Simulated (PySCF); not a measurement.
A side-by-side comparison of computed properties.

First species: C₄H₁₂GeSi.
SMILES: `C[C@@H]1C[C@@H]1[SiH2][GeH3]`

Second species: C₄H₁₂GeSi.
SMILES: `C=CC[C@@H]([SiH3])[GeH3]`

Levels: B3LYP/def2-SVPD for dipole moment, HOMO energy, LUMO energy, HOMO–LUMO gap, static isotropic polarisability and electronic spatial extent ⟨r²⟩ about the centre of nuclear charge; TDDFT B3LYP/def2-SVPD for lowest singlet excitation; TDA B3LYP/def2-SVPD for lowest triplet excitation (Tamm–Dancoff); ΔSCF B3LYP/def2-SVPD for vertical ionisation energy; PBE0-D3(BJ)/def2-SVP for rotational constant A and rotational constant C. Geometries: PBE0-D3(BJ)/def2-SVP. Each structure is a single optimised conformer of the isolated species, non-relativistic unless stated. Electronic properties by PySCF.

Dipoles, sizes and rotational constants follow the conformer. The torsions of the flexible species, by atom-mapped SMILES:
- `[CH3:1][C@@H:2]1[CH2:3][C@@H:4]1[SiH2:5][GeH3:6]`: C3–C4–Si5–Ge6 -146°
- `[CH2:1]=[CH:2][CH2:3][C@@H:4]([SiH3:5])[GeH3:6]`: C1–C2–C3–C4 -115°, C2–C3–C4–Si5 175°

```
                                                         property    column X    column Y
                                                    dipole moment      1.27 D      0.62 D
                                                      HOMO energy    -7.42 eV    -7.36 eV
                                                      LUMO energy    -0.01 eV    -0.28 eV
                                                    HOMO–LUMO gap     7.41 eV     7.08 eV
                                        lowest singlet excitation     6.67 eV     6.62 eV
                         lowest triplet excitation (Tamm–Dancoff)     6.20 eV     4.41 eV
                                  static isotropic polarisability    110.3 au    111.4 au
                                       vertical ionisation energy     9.31 eV     9.41 eV
electronic spatial extent ⟨r²⟩ about the centre of nuclear charge  1519 bohr²  1473 bohr²
                                            rotational constant A   3.449 GHz   1.856 GHz
                                            rotational constant C   0.756 GHz   0.780 GHz
```

Which column belongs to which species?

Column X is the first species and column Y the second. The first has 18 atoms and 82 electrons, the second 18 and 82.

How does each property change from the first species to the second?

dipole moment -0.65 D; HOMO energy +0.06 eV; LUMO energy -0.27 eV; HOMO–LUMO gap -0.33 eV; lowest singlet excitation -0.05 eV; lowest triplet excitation (Tamm–Dancoff) -1.79 eV; static isotropic polarisability +1.1 au; vertical ionisation energy +0.10 eV; electronic spatial extent ⟨r²⟩ about the centre of nuclear charge -46 bohr²; rotational constant A -1.593 GHz; rotational constant C +0.024 GHz.

On the first: The ΔSCF ionisation energy exceeds −ε(HOMO) by 1.89 eV with B3LYP. No computed singlet falls in the visible range (750 to 380 nm, 1.65 to 3.26 eV); S1 lies 3.41 eV above its blue end. The calculation is non-relativistic and has no spin–orbit coupling, an omission that weighs most on germanium.

On the second: The principal polarisabilities are 90.0, 114.3 and 129.9 au; their mean is the isotropic value. A dipole of 0.62 D is allowed in C1, and pure rotational transitions are dipole-allowed. The calculation is non-relativistic and has no spin–orbit coupling, an omission that weighs most on germanium.
